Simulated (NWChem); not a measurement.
Species: CaCl cation; SMILES [Ca+][Cl]

```xyz
2

Ca     0.0000     0.0000    -1.0670
Cl     0.0000     0.0000     1.2545
```
Atoms are numbered in this order, from 1.

Level: PBE0/def2-SVP (NWChem), optimised geometry, unscaled harmonic frequencies. 

**Question.** List the harmonic frequencies with IR intensities, and the thermochemistry.

**Answer.** 
```tsv
frequency (cm⁻¹)	IR intensity (km/mol)
461	93.7
```

The zero-point energy is 0.7 kcal/mol and the thermal correction to the enthalpy at 298.15 K (with zero-point energy) is 2.9 kcal/mol. The heat capacity Cv is 6.3 cal/(mol K) and the entropy at 298.15 K and 1 atm (symmetry number 1) is 55.7 cal/(mol K).

Rigid rotor and harmonic oscillator.
